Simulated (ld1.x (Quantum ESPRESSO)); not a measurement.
**u(r) = r·R(r): atom against pseudo-atom (Ti)**

Columns: radius, all-electron u(r) and pseudo u(r) of the 3p shell (level -70.92 eV) of titanium in the configuration [Ne] 3s2 3p6 3d1 4s0 4p0; PBE, scalar-relativistic, TM semilocal scheme, ld1.x (Quantum ESPRESSO) 7.5.

```csv
r (bohr),all-electron,pseudo
0.088,0.3604,-0.0270
0.175,0.5411,-0.1038
0.262,0.3895,-0.2222
0.350,0.0728,-0.3712
0.438,-0.2692,-0.5337
0.525,-0.5622,-0.6905
0.612,-0.7851,-0.8285
0.700,-0.9364,-0.9369
0.788,-1.0209,-1.0073
0.875,-1.0511,-1.0382
0.962,-1.0415,-1.0340
1.050,-1.0030,-1.0005
1.138,-0.9454,-0.9458
1.225,-0.8773,-0.8786
1.312,-0.8037,-0.8048
1.400,-0.7279,-0.7285
1.487,-0.6543,-0.6545
1.575,-0.5833,-0.5833
1.662,-0.5175,-0.5175
1.750,-0.4562,-0.4562
1.838,-0.4004,-0.4004
1.925,-0.3506,-0.3506
2.012,-0.3060,-0.3060
2.100,-0.2659,-0.2659
2.188,-0.2304,-0.2304
2.275,-0.1995,-0.1995
```

Q: How many radial nodes do the two functions have?

A: The all-electron 3p function has n − l − 1 = 1; the pseudo-wave has 0, since the states of the same l below it are removed with the core.

Q: At about which radius was the pseudo-wave matched?

A: 1.75 bohr. The columns agree to 0.0005 from 1.49 bohr on; several derivatives are matched, so the curves merge somewhat inside the radius.

Q: Is the pseudo-wave norm-conserving?

A: Yes: the TM semilocal scheme keeps the norm inside the radius equal to the all-electron one, which fixes the energy derivative of the logarithmic derivative at the level.
